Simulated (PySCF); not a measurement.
**Computed properties of (E)-1-chloro-3,3-difluoroprop-1-ene (C3H3ClF2), SMILES FC(F)/C=C/Cl**

(E)-1-chloro-3,3-difluoroprop-1-ene (C3H3ClF2), SMILES FC(F)/C=C/Cl. The structure is a stationary point at B3LYP-D3(BJ)/def2-SVP. The values are those of a single conformer. All values are computed for the isolated molecule unless a solvent is named; none is compared with measurement here.

**Structure.** All 21 harmonic modes at B3LYP-D3(BJ)/def2-SVP (PySCF) are real, so it is a minimum. With heavy atoms numbered as in [F:1][CH:2]([F:3])/[CH:4]=[CH:5]/[Cl:6], the shortest bond between them is C4–C5 at 1.333 Å and the longest C5–Cl6 at 1.731 Å.

**Vibrations.** The strongest infrared lines (harmonic, unscaled, degenerate partners summed) lie at 1112 cm⁻¹ (159 km/mol, C 57 %, F 30 %, H 12 %), 1175 cm⁻¹ (101 km/mol, C 51 %, H 26 %, F 23 %), 1715 cm⁻¹ (92 km/mol, C 93 %). The softest mode is at 98 cm⁻¹ and the zero-point energy is 35.5 kcal/mol.

**Electronic structure.** B3LYP/def2-TZVP (PySCF) places the frontier levels at -7.72 and -1.12 eV, a gap of 6.60 eV, and gives a dipole moment of 1.45 D and a mean polarisability of 50.6 bohr³. PBE/def2-TZVP (PySCF) at the same geometry gives -6.76 and -1.87 eV, so its gap is 1.71 eV narrower. An orbital gap is neither the optical nor the fundamental gap.

**Excitations.** TDDFT-B3LYP/def2-SVPD (PySCF) has S1 at 6.44 eV (193 nm, f = 0.315, bright); the most intense of the 10 singlets computed lies at 6.44 eV (f = 0.31). T1 (TDA) is at 4.09 eV. TDDFT-PBE/def2-SVPD (PySCF) puts S1 at 5.93 eV. No vertical singlet excitation falls in the visible range (under 3.1 eV).

**NMR.** GIAO shifts at KT2/pcSseg-1 (PySCF) (non-relativistic, atoms alike by connectivity averaged): ¹³C from 118.8 to 134.5 ppm against TMS; ¹H from 6.1 to 6.8 ppm against TMS; ¹⁹F at -165.0 ppm against CFCl3. Without spin–orbit terms, shifts of atoms bonded to Cl or Br come out too high.

**Solvation.** SMD-PBE0/def2-SVP (PySCF) gives -0.8 kcal/mol in water, -4.6 kcal/mol in ethanol, -4.0 kcal/mol in tetrahydrofuran (1 M in both phases, gas-phase geometry); of these solvents ethanol holds the molecule best.
